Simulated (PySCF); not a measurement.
# Worked example: entropy of an ideal gas

SiF3I, SMILES [Si](I)(F)(F)F.

Coordinates come from a r2SCAN-D4/def2-SVP optimisation. The def2 effective core potentials stand for the cores of I; spin–orbit coupling is left out.

r2SCAN-D4/def2-SVP (PySCF) gives the harmonic wavenumbers 173, 173, 239, 311, 311, 462, 843, 997, 997 cm⁻¹ and the rotational temperatures 0.1909, 0.0526, 0.0526 K. The molar mass is 211.98 g/mol, the symmetry number 3, the spin multiplicity 1.

Task: Work out the entropy at 298.15 K and 1 atm in the rigid-rotor, harmonic-oscillator model.

Result: 
Translation (Sackur–Tetrode at 1 atm): S = R[1.5 ln M + 2.5 ln T − 1.16487] = 175.6 J/(mol K).
Rotation: q = (√π/σ) T^1.5/√(θA θB θC) = 132000, S = R[ln q + 3/2] = 110.5 J/(mol K).
Vibration: with u = 1.4388 ν/T, each mode gives R[u/(e^u − 1) − ln(1 − e^−u)]:
```csv
ν (cm⁻¹),modes,u,S (J/(mol K))
173,2,0.83,20.11
239,1,1.15,7.57
311,2,1.50,11.36
462,1,2.23,3.18
843,1,4.07,0.73
997,2,4.81,0.79
```
These are all the modes. Sum 43.7 J/(mol K).
Spin: R ln 1 = 0.0 J/(mol K).
Total 329.8 J/(mol K); the program's own thermochemistry gives 329.8. Translation makes up 53 % and vibration 13 %. Anharmonicity, hindered rotation and orbital degeneracy are left out.
